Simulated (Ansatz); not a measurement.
Cost and result for the atomization energy of CH$_{3}$BFGaO (`[F][Ga]1[CH2]B[O]1`) (8 atoms, 8 bonds).

Total charge 0; spin multiplicity 1. Correlated methods include outer-core shells of Ga, which these sets cover unevenly. Scalar relativity is left out up to krypton. The geometry is a stationary point of PBE0-D4/def2-TZVP. Program: Ansatz. All runs use 4 threads of an Arm Neoverse V2 on a shared host. Times are those of one run each, without the atoms' runs, and a repeat can differ threefold. Electronic energies, without spin–orbit coupling; frozen cores. CCSD(T)/CBS adds CCSD(T) − MP2 in def2-TZVPP to the MP2 limit, and its time is that of the two runs behind it. T1 = 0.015. With those shells the extrapolation isn't a true limit. B3LYP takes the VWN-RPA correlation (the form of Gaussian; ORCA's B3LYP/G). HSE06 is the plane-wave form, built on full-range PBE exchange.

CCSD(T)/CBS is a level of theory with its own doubt, some kJ/mol a heavy atom from the limit and from the frozen cores, so smaller differences don't rank the functionals.

| level | functions | wall time |
| --- | --- | --- |
| PBE0-D4/def2-TZVPP | 214 | 2.8 s |
| HSE06-D4/def2-TZVPP | 214 | 3.1 s |
| CAM-B3LYP-D4/def2-TZVPP | 214 | 3.3 s |
| B3LYP-D4/def2-TZVPP (with forces) | 214 | 4.1 s |
| r2SCAN-D4/def2-TZVPP (with forces) | 214 | 4.6 s |
| PBE-QIDH/def2-TZVPP | 214 | 5 s |
| B2PLYP/def2-TZVPP | 214 | 5.5 s |
| CCSD(T)/def2-SVP | 103 | 6 s |
| ωB97X-V/def2-TZVPP | 214 | 6.5 s |
| ωB97M-V/def2-TZVPP (with forces) | 214 | 10 s |
| MP2/def2-QZVPP | 407 | 19 s |
| CCSD(T)/def2-TZVPP | 214 | 2.1 min |
| CCSD(T)/CBS(def2) | – | 2.4 min |

What atomization energy does each give, and how far from CCSD(T)/CBS? (Estimate.)

Ansatz gave: 
```
                             level  atomization (kcal/mol)  difference from CCSD(T)/CBS  per bond
                PBE0-D4/def2-TZVPP                   751.4                          0.0       0.0
               HSE06-D4/def2-TZVPP                   752.1                          0.7       0.1
           CAM-B3LYP-D4/def2-TZVPP                   752.3                          0.9       0.1
 B3LYP-D4/def2-TZVPP (with forces)                   744.7                         -6.7      -0.8
r2SCAN-D4/def2-TZVPP (with forces)                   758.6                          7.2       0.9
               PBE-QIDH/def2-TZVPP                   751.3                         -0.1       0.0
                 B2PLYP/def2-TZVPP                   744.6                         -6.8      -0.8
                  CCSD(T)/def2-SVP                   715.1                        -36.3      -4.5
                ωB97X-V/def2-TZVPP                   752.4                          1.0       0.1
  ωB97M-V/def2-TZVPP (with forces)                   751.3                         -0.1       0.0
                    MP2/def2-QZVPP                   773.0                         21.6       2.7
                CCSD(T)/def2-TZVPP                   735.1                        -16.3      -2.0
                 CCSD(T)/CBS(def2)                   751.4                          0.0       0.0
```

The D4 term adds +6.1 kcal/mol with B3LYP and +3.1 kcal/mol with PBE0; it sums over pairs of atoms, weighted by their polarisabilities, and B3LYP, whose exchange is more repulsive, gets the larger term. From PBE to PBE0 (25 % exact exchange), in def2-TZVPP and without D4, the atomization energy moves by −18.3 kcal/mol: exact exchange takes away binding that semilocal exchange gives to molecules. At CCSD(T), def2-SVP lies −36.3 kcal/mol from the extrapolated value and def2-TZVPP −16.3 kcal/mol: correlation converges slowly with the basis, and small sets miss more of it in the bonded molecule than in its fragments.
